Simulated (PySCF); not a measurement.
Species: C8H11P.
Geometry (PBE0-D3(BJ)/def2-SVP, Å), atoms numbered from 1 in this order:
```xyz
20
C8H11P angstrom
C      3.9402   -0.0495    0.3465
C      2.6926    0.2348   -0.0352
P      1.2454   -0.5615    0.7609
C      0.2448    0.9024    1.1589
C     -0.9895    1.1346    0.6958
C     -1.7582    0.2770   -0.2684
C     -2.9260   -0.4250    0.4416
C     -0.9188   -0.7177   -1.0182
C      0.3217   -1.1109   -0.7047
H      4.1374   -0.7705    1.1473
H      4.8086    0.4243   -0.1232
H      2.5074    0.9591   -0.8393
H      0.6860    1.5967    1.8825
H     -1.5275    2.0186    1.0612
H     -2.2086    0.9550   -1.0194
H     -2.5449   -1.1186    1.2064
H     -3.5839    0.3057    0.9375
H     -3.5341   -1.0013   -0.2730
H     -1.4066   -1.1718   -1.8902
H      0.8171   -1.8674   -1.3232
```

The closed-shell ground state was solved at several levels (PySCF, density fitting, gas phase, non-relativistic).

```json
{"level": "B3LYP/pcSseg-1", "basis functions": "215", "total energy (Eh)": "-652.7403", "HOMO (eV)": "-5.99", "LUMO (eV)": "-0.84", "gap (eV)": "5.15", "dipole (D)": "1.23"}
{"level": "PBE0/pcSseg-1", "basis functions": "215", "total energy (Eh)": "-652.1998", "HOMO (eV)": "-6.18", "LUMO (eV)": "-0.67", "gap (eV)": "5.51", "dipole (D)": "1.30"}
```

Task: What might PBE0/def2-SVPD (272 basis functions) give for the same quantities?

Result: Total energy -651.9422 Eh, HOMO -6.15 eV, LUMO -0.72 eV, gap 5.43 eV, dipole 1.36 D.

Task: Over all these levels, which gives the widest orbital gap and which the narrowest?

Result: PBE0/pcSseg-1 (global hybrid, 25 % exact exchange) has the widest, 5.51 eV, and B3LYP/pcSseg-1 (global hybrid, 20 % exact exchange) the narrowest, 5.15 eV. The two share the basis. From the narrowest to the widest the HOMO moves by -0.19 eV and the LUMO by +0.17 eV.

Task: How far do the dipole and the HOMO energy spread over the levels?

Result: The dipole runs from 1.23 to 1.36 D (mean 1.30 D) and the HOMO from -6.18 to -5.99 eV.

One conformer stands for the species.
